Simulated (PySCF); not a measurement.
Working out the excitation energy of In⁺

In⁺ [Kr] 4d10 5s2 (1S) → In⁺ [Kr] 4d10 5s1 6s1 (3S). Computed with PySCF 2.14 in aug-cc-pwCVDZ-PP with ECP28MDF (6s5p4d1f, 48 functions), with a scalar-relativistic core potential. Frozen: 4s2 4p6 4d10. Energies in hartree (1 hartree = 27.21139 eV):

```json
{"part": "UHF", "In⁺ (lower)": "-189.014394", "In⁺ (upper)": "-188.642256"}
{"part": "CCSD correlation", "In⁺ (lower)": "-0.032487", "In⁺ (upper)": "-0.005389"}
{"part": "(T)", "In⁺ (lower)": "0.000000", "In⁺ (upper)": "0.000000"}
```

Question: What does Hartree-Fock give?

Answer: (-188.642256) − (-189.014394) = 0.372138 hartree = 10.126 eV.

Question: What do CCSD and CCSD(T) give?

Answer: The CCSD correlation energies differ by 0.027098 hartree = 0.737 eV and the triples by 0.000000 hartree = 0.000 eV, so CCSD gives 10.863 eV and CCSD(T) 10.863 eV.

Measured between the centres of the two terms (NIST): 11.645 eV, so CCSD(T) (valence) is off by -0.782 eV.

A double-zeta basis recovers only part of the correlation energy.

What remains against the reference includes basis incompleteness, the frozen core and higher excitations.
